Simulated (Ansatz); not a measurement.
Mulliken charges of `BOC(O)O` from r2SCAN/def2-TZVPP in Ansatz (PBE0-D4/def2-TZVP geometry).

| atom | x (Å) | y (Å) | z (Å) | charge (e) |
| --- | --- | --- | --- | --- |
| B1 | -1.026 | 0.412 | -1.301 | 0.133 |
| O2 | -0.480 | 0.564 | -0.080 | -0.288 |
| C3 | 0.495 | -0.352 | 0.407 | 0.397 |
| O4 | -0.064 | -1.269 | 1.244 | -0.326 |
| O5 | 1.439 | 0.378 | 1.105 | -0.334 |
| H6 | -1.874 | 1.193 | -1.615 | -0.014 |
| H7 | -0.644 | -0.465 | -2.027 | -0.027 |
| H8 | 0.917 | -0.901 | -0.442 | 0.033 |
| H9 | -0.270 | -0.819 | 2.072 | 0.214 |
| H10 | 1.590 | 1.207 | 0.640 | 0.212 |

Question: By hand: the dipole of these point charges (1 e Å = 4.8032 D).

Answer: Σ q r = (0.092, 0.087, -0.121) e Å, of length 0.175 e Å = 0.84 D.

Question: How does the dipole of the full density compare? (Estimate.)

Answer: The calculation gave: (0.117, 0.224, -0.030) e Å, 1.22 D; the point charges give 0.69 times that, at 41° from its direction.

Point charges leave out the atoms' own dipoles, such as those of lone pairs, and Mulliken's split depends on the basis, so the two needn't agree.
